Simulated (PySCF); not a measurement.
(3R)-1-fluoro-3-methylcyclobutene (C5H7F), SMILES C[C@H]1C=C(F)C1. Geometry: PBE-D3(BJ)/def2-SVP.

Computed equilibrium geometry at PBE-D3(BJ)/def2-SVP (PySCF confirms it by a frequency run) as a Z-matrix:
```
C
H 1 1.1131
C 1 1.5249 2 110.32
H 3 1.1094 1 111.03 2 -62.29
H 3 1.1097 4 107.63 1 -122.18
H 3 1.1099 4 107.60 5 -116.41
C 1 1.5303 2 112.89 3 -133.33
C 7 1.3484 1 91.20 2 -112.02
F 8 1.3338 7 133.65 1 179.13
H 7 1.0981 8 135.41 9 -0.93
C 8 1.5018 9 128.77 7 178.70
H 11 1.1103 8 116.15 9 -63.75
H 11 1.1104 12 109.14 8 -133.48
```
